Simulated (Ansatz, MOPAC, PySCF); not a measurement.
Species: SiF$_{2}$, charge 0, multiplicity 1. SMILES: F[Si]F
Geometry from a B3LYP-D3(BJ)/def2-TZVP (Ansatz, an electronic-structure program) optimisation:
```xyz
3

Si     0.0153     0.0127     0.5768
F      1.0240    -0.6902    -0.4611
F     -1.0478     0.6704    -0.4362
```

Quantity: vertical electron affinity to the doublet, in eV. Conventions: UHF or UKS for open shells; non-relativistic; each state is the SCF solution reached for its charge and spin; spin-orbit terms left out; 6-311+G** with 5d, 6d on Na to Ar in Ansatz; dispersion terms only where a functional's name holds one; six Cartesian d functions in 6-31G* and its kin unless marked 5d. First-principles rows: single points at B3LYP-D3(BJ) geometries (Ansatz). Semi-empirical rows: differences of heats of formation at the shared geometry for vertical values. Anions need diffuse functions, which STO-3G, LANL2DZ, def2-SVP, cc-pVDZ and Pople sets without + lack. The Hartree-Fock reference of F[Si]F is unstable towards a lower, spin-broken solution.

| level | program | vertical electron affinity to the doublet (eV) |
|---|---|---|
| AM1 | MOPAC | 0.74 |
| PM3 | MOPAC | 1.59 |
| PM6 | MOPAC | 0.92 |
| MNDO | MOPAC | -0.19 |
| HF/6-31G* | Ansatz | -0.73 |
| HF/6-311+G** | Ansatz | -0.04 |
| B3LYP/3-21G | Ansatz | -0.67 |
| B3LYP/6-31G* | Ansatz | -0.49 |
| B3LYP/6-311+G** | Ansatz | 0.36 |
| M06-2X/6-31G* (5d) | PySCF | -0.53 |
| PBE/def2-TZVPD | Ansatz | 0.09 |
| B3LYP/def2-TZVPD | Ansatz | 0.13 |

No value to compare with is used here. The 10 habitual levels span -0.73 (HF/6-31G*) to 1.59 eV (PM3); B3LYP/def2-TZVPD gives 0.13.

The levels are drawn from those run, B3LYP/6-31G* more often than the rest, none by its result; runs whose electronic state is in doubt are left out.
